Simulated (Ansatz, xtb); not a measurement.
Breaking the Se1–Cl3 bond in ClHSe (SMILES Cl[SeH]) (multiplicity 1 held, fragments rigid). Energies count from the point at 2.190 Å.
Geometry at that point (charge 0, multiplicity 1):
```xyz
3

Se     0.5185    -0.1574     0.4654
H      1.5059    -0.3583    -0.6118
Cl    -1.1255     0.3358    -0.8948
```

Restricted levels (R-, RO-) in cc, def2 and unpolarised 6-31G sets keep to the state of the molecule at rest. Unrestricted levels (U-) break spin symmetry where that is lower. Levels need not reach the same state.

Frozen-core correlation. Filled d and f shells under p-block atoms count as core.

The values were computed with Ansatz (a quantum-chemistry and plane-wave program); xtb for the GFN methods.  The GFN methods have no spin term and hold the electronic entropy of 300 K.

Energies in kcal/mol.

```csv
R (Å),GFN2-xTB,U-PBE/def2-TZVPP,R-wB97X-V/def2-TZVPP,U-SCS-MP2/def2-TZVPP,U-CCSD/def2-TZVPP
1.752,42.3,67.3,64.3,68.1,68.5
1.971,5.2,11.3,9.1,10.6,10.8
2.190,0.0,0.0,0.0,0.0,0.0
2.409,8.0,6.3,9.2,7.8,7.6
2.628,20.9,18.5,24.8,34.2,22.7
2.957,40.3,36.1,49.4,51.1,42.4
3.285,54.8,48.3,70.7,56.6,51.0
3.833,65.1,59.4,96.4,58.8,53.9
4.380,67.3,63.0,112.7,59.4,54.6
5.037,67.9,64.9,124.5,59.7,55.0
5.913,68.3,65.8,133.2,59.9,55.1
7.008,68.5,66.0,139.2,60.0,55.2
```

Doubts at one or more of the structures used: a spin-contaminated determinant (U-PBE/def2-TZVPP, U-SCS-MP2/def2-TZVPP, U-CCSD/def2-TZVPP); a restricted determinant that unrestricted orbitals would lower (R-wB97X-V/def2-TZVPP); T1 above 0.05 (U-CCSD/def2-TZVPP); the program's own flag: other amplitudes (U-CCSD/def2-TZVPP).
